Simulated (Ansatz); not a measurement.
Ansatz (an electronic-structure program) input (wB97X-V/def2-TZVPD):

Ansatz 0.2 input:
```yaml
crystal:
  periodic: [false, false, false]
  atoms:
    - {symbol: F, position_ang: [0.89191278, 0.56167358, -0.93837872]}
    - {symbol: B, position_ang: [-0.00000000, 0.00000000, -0.00000000]}
    - {symbol: F, position_ang: [-0.86472206, -0.90277354, -0.65482512]}
    - {symbol: F, position_ang: [0.73197981, -0.68581884, 0.99267231]}
    - {symbol: F, position_ang: [-0.75917054, 1.02691880, 0.60053153]}
basis:
  gaussian:
    orbitals: def2-TZVPD
hamiltonian:
  xc: {name: wB97X-V}
total_charge: -1
magnetization: {spin_polarized: true, initial_magnetization: 2}
```

End of the output:

```
integrals: 0.13 GiB planned
953 factors; their error is unknown
integrals: 0.17 GiB planned
269 factors; integrals over basis functions are off by at most 2.3e-5 eV
mean field: 1.55 GiB planned
mean field evaluation 1: about -11542.5597 eV, gradient 2.2e1 eV
mean field evaluation 2: about -11543.8383 eV, gradient 1.9e1 eV
mean field evaluation 4: about -11544.7678 eV, gradient 1.1e0 eV
mean field evaluation 8: about -11544.7941 eV, gradient 7.4e-2 eV
mean field evaluation 16: about -11544.8142 eV, gradient 1.2e-2 eV
mean field evaluation 32: about -11544.8109 eV, gradient 1.7e0 eV
mean field evaluation 64: about -11544.8108 eV, gradient 1.6e-1 eV
mean field -11544.83546115 eV, -424.2648778266 hartree, gradient 5.9e-6 eV, S^2 2.005916; 8 other end points of the search recorded, 0 dependent functions left out
reference -11544.83546356 eV, -424.2648779153 hartree; 22, 20 occupied and 175, 177 virtual orbitals, 953 factors
Total energy: -11544.83546356 eV, -424.2648779153 hartree
```

This state (charge -1, triplet) is run at the relaxed geometry of the species with charge -1 and multiplicity 1, and is a spin state other than that species' own.
